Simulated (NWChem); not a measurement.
GeH3O2Br; SMILES [OH][GeH]([OH])[Br]

```xyz
7

Ge     0.0065     0.7729     0.2895
O     -1.4834     1.2848    -0.5103
O      1.4025     1.5471    -0.4604
Br     0.0561    -1.4965    -0.0303
H      0.0683     1.1227     1.7749
H     -1.5109     2.2402    -0.6431
H      1.5728     1.2368    -1.3577
```
Atoms are numbered in this order, from 1.

Level: PBE0/def2-SVP (NWChem), optimised geometry, unscaled harmonic frequencies. This build's default masses of Se (78.918 u) and Br (79.917 u) are each other's, which moves their modes by up to 0.6 %.

Q: List the harmonic frequencies with IR intensities, and the thermochemistry.

A: 
```csv
frequency (cm⁻¹),IR intensity (km/mol)
78,95.4
157,14.4
191,3.1
244,27.0
306,92.2
322,109.6
687,110.8
723,61.8
736,120.1
752,28.6
886,32.5
910,191.7
2220,80.4
3886,97.1
3894,98.0
```

```yaml
zero_point_energy: 22.9 kcal/mol
thermal correction to the enthalpy at 298.15 K (with zero-point energy): 27.6 kcal/mol
heat capacity Cv: 20.9 cal/(mol K)
entropy at 298.15 K and 1 atm (symmetry number 1): 83.8 cal/(mol K)
dipole_moment: 1.83 D
```

Rigid rotor and harmonic oscillator; modes under 100 cm⁻¹ make the entropy uncertain.
